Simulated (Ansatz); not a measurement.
Relaxation of Al₄O₆⁻ with UKS r2SCAN-D4/def2-SVPD.

```sh
$ ansatz run in.yaml --threads 4 --pin off --events-out ev --progress --plain --max-ram 8704MiB
```

```yaml
crystal:
  periodic: [false, false, false]
  atoms:
    - {symbol: Al, position_ang: [0.684824, -0.995878, 1.112904]}
    - {symbol: Al, position_ang: [-1.495455, 0.447855, 0.512468]}
    - {symbol: Al, position_ang: [0.936859, 1.336305, -0.189413]}
    - {symbol: Al, position_ang: [-0.126299, -0.788228, -1.435969]}
    - {symbol: O, position_ang: [-1.755394, -0.368595, -0.999599]}
    - {symbol: O, position_ang: [0.604549, -1.931221, -0.349726]}
    - {symbol: O, position_ang: [0.877466, 0.593210, -1.759378]}
    - {symbol: O, position_ang: [-0.604578, 1.931199, 0.349652]}
    - {symbol: O, position_ang: [-0.877329, -0.593197, 1.759369]}
    - {symbol: O, position_ang: [1.755368, 0.368552, 0.999703]}
basis:
  gaussian: {orbitals: def2-SVPD}
total_charge: -1
magnetization: {spin_polarized: true, initial_magnetization: 1}
hamiltonian: {xc: r2scan, dispersion: d4}
scf: {lower_state_search: "off"}
output: {orbitals: {seedname: orbitals}}
relax: {f_tol: 0.02, max_steps: 100}
```

Run time 44 s (4 threads of Arm Neoverse V2 on a shared host).

Positions (Å) and forces (eV/Å) at steps 1, 2, 3, 4 of 4:

```xyz
10
step=1 energy=-38660.4338 eV
Al    0.685   -0.996    1.113    0.494   -0.717    0.801
Al   -1.495    0.448    0.512   -1.077    0.322    0.370
Al    0.937    1.336   -0.189    0.675    0.963   -0.136
Al   -0.126   -0.788   -1.436   -0.091   -0.568   -1.034
O    -1.755   -0.369   -1.000   -0.381   -0.080   -0.217
O     0.605   -1.931   -0.350    0.131   -0.418   -0.075
O     0.877    0.593   -1.759    0.190    0.129   -0.381
O    -0.605    1.931    0.350   -0.131    0.419    0.075
O    -0.877   -0.593    1.759   -0.191   -0.128    0.381
O     1.755    0.369    1.000    0.381    0.080    0.216
10
step=2 energy=-38660.5360 eV
Al    0.697   -1.014    1.133    0.166   -0.240    0.268
Al   -1.523    0.456    0.522   -0.360    0.107    0.124
Al    0.954    1.361   -0.193    0.226    0.322   -0.045
Al   -0.129   -0.803   -1.462   -0.031   -0.190   -0.346
O    -1.758   -0.369   -1.001   -0.265   -0.055   -0.151
O     0.606   -1.934   -0.350    0.091   -0.291   -0.053
O     0.879    0.594   -1.762    0.132    0.090   -0.265
O    -0.606    1.934    0.350   -0.091    0.291    0.053
O    -0.879   -0.594    1.762   -0.133   -0.089    0.265
O     1.758    0.369    1.001    0.265    0.055    0.151
10
step=3 energy=-38660.5591 eV
Al    0.704   -1.023    1.143   -0.001    0.002   -0.002
Al   -1.536    0.460    0.526    0.002   -0.001   -0.001
Al    0.963    1.373   -0.195   -0.001   -0.002    0.000
Al   -0.130   -0.810   -1.475    0.000    0.001    0.002
O    -1.767   -0.371   -1.006   -0.049   -0.010   -0.028
O     0.609   -1.944   -0.352    0.017   -0.054   -0.010
O     0.883    0.597   -1.771    0.025    0.017   -0.049
O    -0.609    1.944    0.352   -0.017    0.054    0.010
O    -0.883   -0.597    1.771   -0.025   -0.017    0.049
O     1.767    0.371    1.006    0.049    0.010    0.028
10
step=4 energy=-38660.5596 eV
Al    0.703   -1.023    1.143    0.001   -0.002    0.002
Al   -1.536    0.460    0.526   -0.002    0.001    0.001
Al    0.962    1.373   -0.195    0.002    0.002    0.000
Al   -0.130   -0.810   -1.475    0.000   -0.001   -0.002
O    -1.770   -0.372   -1.008    0.002    0.000    0.001
O     0.609   -1.947   -0.352   -0.001    0.002    0.000
O     0.884    0.598   -1.774   -0.001   -0.001    0.002
O    -0.609    1.947    0.352    0.001   -0.002    0.000
O    -0.884   -0.598    1.774    0.001    0.001   -0.002
O     1.770    0.372    1.008   -0.002    0.000   -0.001
```

The structure comes from a short search, and lower isomers may exist.
